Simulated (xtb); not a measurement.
Ga(F)(SiH3)2 (FGaH₆Si₂), SMILES [F][Ga]([SiH3])[SiH3]. All values are semi-empirical tight-binding results from xtb (GFN2-xTB unless named), good for trends rather than for accurate numbers. Coordinates come from a GFN2-xTB optimisation. The structure was generated by enumeration; whether it is a known compound was not checked.

A frequency run showed that this geometry is not a minimum.

For metal compounds this method's bond lengths and energies can be far off.

The orbital gap is 3.10 eV.
